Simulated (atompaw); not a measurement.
## Varying the PAW (atompaw) potential for Sm

Base potential:

atompaw 4.2.0.5 input, output lines left out:

```
Sm 62
LDA-PW scalarrelativistic loggrid 2001 logderivrange -5 5 251
6 6 5 4 0 0
6 0 0
6 1 0
5 2 0
4 3 6
0 0 0
c
c
c
c
c
v
c
c
c
v
v
c
c
v
v
3
2.95 2.40 2.15 2.15
y
2.45
n
n
y
2.05
n
y
1.4
n
bloechl besselshape
4 -0.5 vpsmatchnc
```

All-electron outer shells of the reference configuration (LDA (PW92), scalar-relativistic, ld1.x):

| shell | level (eV) | outermost node (bohr) | outermost maximum (bohr) |
| --- | --- | --- | --- |
| 4d | -142.00 | 0.28 | 0.59 |
| 5s | -56.88 | 0.69 | 1.27 |
| 5p | -36.72 | 0.74 | 1.43 |
| 4f | -16.00 | – | 0.61 |
| 6s | -13.79 | 1.67 | 3.19 |
| 5d | -13.78 | 0.84 | 2.03 |
| 6p | -9.67 | 1.98 | 3.90 |

Cutoffs, loose and tight: the cutoffs (Ry, on a coarse ladder) from which the occupation-weighted sum of valence levels, in a spherical-Bessel basis at the reference potential, stays within 10 and 1 mRy of its value at 400 Ry. They see the waves, projectors and local potential, not the compensation charge or the core. A dash means not determined.

A true bound ghost makes a file unfit for plane-wave use even where its test errors are small: the radial tests pick states by their node count and pass the ghost by.

| change | outcome | cutoff, loose | cutoff, tight | bound ghosts |
| --- | --- | --- | --- | --- |
| base | generated, no UPF (negative core plus compensation charge) | 70 Ry | 90 Ry | s |
| core [Kr] 4d10, valence charge 16; reference 4f5 5s2 5p6 5d0 6s0 6p0; waves now 5s (bound); 6s (bound); 5p (bound); 6p (bound); 5d (bound); 5d channel at -0.3 Ry; 4f (bound); 4f channel at -1.15 Ry; local potential vpsmatchnc scheme with l = 4 at -0.5 Ry, radius 2.45 bohr; core correction smooth core density matched at 2.80 bohr; augmentation besselshape compensation charge, radius 2.65 bohr; PAW radius 3.00 bohr; waves and projectors: bloechl | generated, no UPF (negative core plus compensation charge) | 55 Ry | 70 Ry | s |
| core correction smooth core density matched at 1.76 bohr | generated, no UPF (negative core plus compensation charge) | 70 Ry | 90 Ry | s |
| reference 4f6 5p6 5d0 6s1.5 6p0 | generated, no UPF (negative core plus compensation charge) | 70 Ry | 90 Ry | s |
| wave 6s channel at 2.45 Ry becomes 6s channel at -0.64 Ry | failed: atompaw: The overlap operator has at least one negative eigenvalue! | – | – | – |
| augmentation besselshape compensation charge, radius 2.36 bohr; PAW radius 2.95 bohr; waves and projectors: bloechl | generated, no UPF (negative core plus compensation charge) | 70 Ry | 90 Ry | s |

(1) What comes out with this change to the base: waves 6s (bound): rc 2.95 bohr; 6s channel at 2.45 Ry: rc 2.70 bohr; 5p (bound): rc 2.10 bohr; 6p (bound): rc 2.95 bohr; 5d (bound): rc 2.95 bohr; 5d channel at 2.05 Ry: rc 2.95 bohr; 4f (bound): rc 1.20 bohr; 4f channel at 1.4 Ry: rc 1.20 bohr; augmentation besselshape compensation charge, radius 2.40 bohr; PAW radius 2.95 bohr; waves and projectors: custom rrkj gramschmidtortho?

Results:

(1) outcome: generated; cutoff, loose: 120 Ry; cutoff, tight: 200 Ry; bound ghosts: s.
